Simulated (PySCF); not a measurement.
Br2, charge -1, doublet, at a GFN2-xTB geometry (a state made from the parent by changing its charge; the spin is typed, not shown lowest); PBE/aug-cc-pVDZ (PySCF).

Here is a job for PySCF.
```python
from pyscf import gto, scf, dft

mol = gto.M(
    atom='''
Br   -0.00000000   -0.00000000   -1.52077587
Br    0.00000000    0.00000000    1.52077587
''',
    basis='aug-cc-pvdz',
    charge=-1,
    spin=1,
    verbose=4,
)

mf = dft.UKS(mol)
mf.xc = 'pbe'
mf.kernel()
```

What the program printed (banner, timings and long lists left out):

```
PySCF version 2.14.0

[INPUT] verbose = 4
[INPUT] num. atoms = 2
[INPUT] num. electrons = 71
[INPUT] charge = -1
[INPUT] spin (= nelec alpha-beta = 2S) = 1
[INPUT] symmetry False subgroup None
[INPUT] Mole.unit = angstrom
[INPUT] Symbol           X                Y                Z      unit          X                Y                Z       unit  Magmom
[INPUT]  1 Br     0.000000000000   0.000000000000  -1.520775870000 AA    0.000000000000   0.000000000000  -2.873849891147 Bohr   0.0
[INPUT]  2 Br     0.000000000000   0.000000000000   1.520775870000 AA    0.000000000000   0.000000000000   2.873849891147 Bohr   0.0

nuclear repulsion = 213.12873782545
number of shells = 18
number of NR pGTOs = 172
number of NR cGTOs = 72
basis = aug-cc-pvdz
ecp = {}

******** <class 'pyscf.dft.uks.UKS'> ********
method = UKS
initial guess = minao
damping factor = 0
level_shift factor = 0
DIIS = <class 'pyscf.scf.diis.CDIIS'>
diis_start_cycle = 1
diis_space = 8
diis_damp = 0
SCF conv_tol = 1e-09
SCF conv_tol_grad = None
SCF max_cycles = 50
direct_scf = True
direct_scf_tol = 1e-13
number electrons alpha = 36  beta = 35
XC library pyscf.dft.libxc version 7.1.2
    S. Lehtola, C. Steigemann, M. J. T. Oliveira, and M. A. L. Marques,  SoftwareX 7, 1–5 (2018)
XC functionals = pbe
    J. P. Perdew, K. Burke, and M. Ernzerhof,  Phys. Rev. Lett. 77, 3865 (1996)
    J. P. Perdew, K. Burke, and M. Ernzerhof,  Phys. Rev. Lett. 78, 1396 (1997)
    J. P. Perdew, K. Burke, and M. Ernzerhof,  Phys. Rev. Lett. 77, 3865 (1996)
    J. P. Perdew, K. Burke, and M. Ernzerhof,  Phys. Rev. Lett. 78, 1396 (1997)
radial grids:
    Treutler-Ahlrichs [JCP 102, 346 (1995); DOI:10.1063/1.469408] (M4) radial grids

becke partition: Becke, JCP 88, 2547 (1988); DOI:10.1063/1.454033
pruning grids: <function nwchem_prune>
grids dens level: 3
symmetrized grids: False
atomic radii adjust function: <function treutler_atomic_radii_adjust>
small_rho_cutoff = 0
Set gradient conv threshold to 3.16228e-05
tot grids = 40848
init E= -5145.33381349823

cycle= 1 E= -5147.55721977552  delta_E= -2.22  |g|= 0.157  |ddm|= 0.705
cycle= 2 E= -5147.54951986132  delta_E= 0.0077  |g|= 0.217  |ddm|= 0.601
cycle= 3 E= -5147.58357404884  delta_E= -0.0341  |g|= 0.0156  |ddm|= 0.295
cycle= 4 E= -5147.58368485437  delta_E= -0.000111  |g|= 0.00876  |ddm|= 0.0217
cycle= 5 E= -5147.58373712811  delta_E= -5.23e-05  |g|= 0.000604  |ddm|= 0.00687
cycle= 6 E= -5147.58373735874  delta_E= -2.31e-07  |g|= 3.85e-05  |ddm|= 0.0008
cycle= 7 E= -5147.58373736057  delta_E= -1.83e-09  |g|= 8.89e-06  |ddm|= 0.000113
cycle= 8 E= -5147.58373736064  delta_E= -6.91e-11  |g|= 3.84e-07  |ddm|= 1.33e-05
Extra cycle  E= -5147.58373736064  delta_E= 5.46e-12  |g|= 2.45e-07  |ddm|= 8.52e-07
converged SCF energy = -5147.58373736064  <S^2> = 0.75118048  2S+1 = 2.0011801
```
